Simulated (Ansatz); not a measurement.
CH2FGaO, relaxed with RKS PBE-D4/def2-SVP in Ansatz from a rough embedded geometry. The force threshold is 0.03 eV/Å; the program also tests the step.

Charge 0, multiplicity 1. The bonds changed during the relaxation, so this is another structure than the one it started from.

Start:

```xyz
6

F    -1.226   -1.004    0.711
C    -0.283   -0.309    0.062
O     0.914   -0.651    0.633
Ga    0.820    0.750   -1.003
H    -0.271   -0.571   -1.007
H     0.046    1.784    0.604
```

```tsv
step	energy (eV)	largest force (eV/Å)	largest move (Å)
1	-58181.7648	9.176	0.000
2	-58183.6652	4.918	0.200
3	-58184.6745	1.761	0.199
4	-58185.0020	1.215	0.191
5	-58185.2080	0.731	0.195
6	-58185.3439	0.907	0.186
7	-58185.6711	1.105	0.197
8	-58186.2004	1.492	0.192
9	-58186.6047	1.468	0.198
10	-58186.7278	1.409	0.195
11	-58186.8569	1.833	0.153
12	-58186.9741	0.464	0.194
13	-58187.0219	0.759	0.175
14	-58187.0466	0.725	0.198
15	-58187.1421	0.306	0.200
16	-58187.1689	0.099	0.191
17	-58187.1728	0.059	0.029
18	-58187.1756	0.355	0.194
19	-58187.1913	0.161	0.090
20	-58187.1946	0.056	0.030
21	-58187.1955	0.022	0.014
22	-58187.1974	0.081	0.088
23	-58187.1976	0.051	0.018
24	-58187.1979	0.004	0.006
```

End:

```xyz
6

F    -0.421   -0.237    1.236
C    -0.456   -0.134   -0.187
O     0.744    0.294   -0.643
Ga    2.139    0.655    0.576
H    -0.720   -1.155   -0.560
H    -1.286    0.578   -0.422
```

Hardware: 2 threads of an Arm Neoverse V1 on a shared host. Wall time 36 s, peak host memory 0.14 GiB.
